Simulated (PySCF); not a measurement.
CH₄GeO, singlet, geometry from GFN2-xTB. Base run: DF-R2SCAN/cc-pVDZ run with PySCF.

PySCF was given this input:
```python
from pyscf import gto, scf, dft

mol = gto.Mole()
mol.atom = '''
    Ge   -0.285521   -0.431466    0.637866
    H    -1.478311   -0.850294   -0.487976
    O     0.655505    0.603718   -0.404635
    C     0.598923    1.051092   -1.738067
    H     0.537085    2.141661   -1.746039
    H     1.509851    0.743347   -2.256460
    H    -0.269530    0.635902   -2.255750
'''
mol.basis = 'cc-pvdz'
mol.charge = 0
mol.spin = 0
mol.verbose = 4
mol.max_memory = 1800
mol.build()

mf = dft.RKS(mol)
mf.xc = 'r2scan'
mf = mf.density_fit(auxbasis='def2-universal-jkfit')
mf.kernel()
```

The job was repeated with other settings on one machine. Differences are taken from the largest basis of the cc-pVXZ family in the series, which isn't the basis-set limit (cc-pVQZ: -5.933 eV). The cheapest run took about 11 core-seconds (a rough figure).

| setting | basis functions | cost, times the cheapest (rough) | difference in HOMO energy (eV) |
|---|---|---|---|
| cc-pVDZ | 75 | 1 | 0.114 |
| cc-pVTZ | 159 | 2 | 0.023 |
| cc-pVQZ | 298 | 6 | reference |

Times come from a shared machine, hold the start-up and are rough.
